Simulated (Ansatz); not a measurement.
Geometry optimisation, RKS PBE/def2-mTZVP (Ansatz).

Input file:

```yaml
crystal:
  periodic: [false, false, false]
  atoms:
    - { symbol: Si, position_ang: [-1.211014, 1.348893, 0.787856] }
    - { symbol: H, position_ang: [-0.712454, 0.014245, 1.035905] }
    - { symbol: Cl, position_ang: [-2.006354, 1.413135, -1.131548] }
    - { symbol: Cl, position_ang: [-2.73406, 1.674905, 2.164157] }
    - { symbol: H, position_ang: [-0.224813, 2.440434, 0.952911] }
    - { symbol: H, position_ang: [1.287108, -0.230152, -0.806205] }
    - { symbol: O, position_ang: [1.384726, 0.739181, -0.725802] }
    - { symbol: H, position_ang: [0.092957, -1.577212, 0.315034] }
    - { symbol: "N", position_ang: [0.662034, -2.337665, -0.062931] }
    - { symbol: H, position_ang: [1.258809, 1.067, -1.634302] }
    - { symbol: H, position_ang: [1.641105, -2.185102, 0.183517] }
    - { symbol: H, position_ang: [0.561955, -2.367762, -1.078591] }
basis:
  gaussian: { orbitals: def2-mTZVP }
hamiltonian:
  xc: pbe
relax:
  f_tol: 0.03
  max_steps: 50
output:
  orbitals: {}
```

Command:

```bash
$ ansatz run input.yaml --threads 4 --pin off --max-ram 5120MiB --backend cpu --events-out ev --progress --plain --runs-dir out
```

Q: Where does it end, and by what steps?

A: The forces met the threshold. The force dipped under the threshold on the way, but the program's further checks kept it going. After 13 steps the energy has fallen by 0.067 eV; H8 moved furthest, 0.56 Å.

```csv
step,energy less start (eV),largest force component (eV/Å),accepted
0,0.0000,0.736,yes
1,-0.0194,0.821,yes
2,0.0154,1.599,no
3,-0.0388,0.385,yes
4,-0.0414,0.715,yes
5,-0.0549,0.140,yes
6,-0.0554,0.470,yes
7,-0.0589,0.466,yes
8,-0.0636,0.094,yes
9,-0.0659,0.026,yes
10,-0.0660,0.050,yes
11,-0.0665,0.043,yes
12,-0.0668,0.021,yes
13,-0.0670,0.021,yes
```

```xyz
12
Properties=species:S:1:pos:R:3
Si -1.169 1.521 0.770
H -0.819 0.163 1.252
Cl -1.910 1.431 -1.182
Cl -2.759 2.117 1.991
H -0.154 2.590 0.892
H 1.027 -0.260 -0.583
O 1.112 0.716 -0.496
H 0.233 -2.120 0.330
N 0.927 -2.572 -0.267
H 0.950 1.045 -1.401
H 1.860 -2.216 -0.056
H 0.701 -2.414 -1.250
```

Whether the end is a true minimum wasn't checked by a vibrational analysis.

The run took 37 s on 4 threads of Arm Neoverse N1 (shared host), peak memory 0.18 GiB.
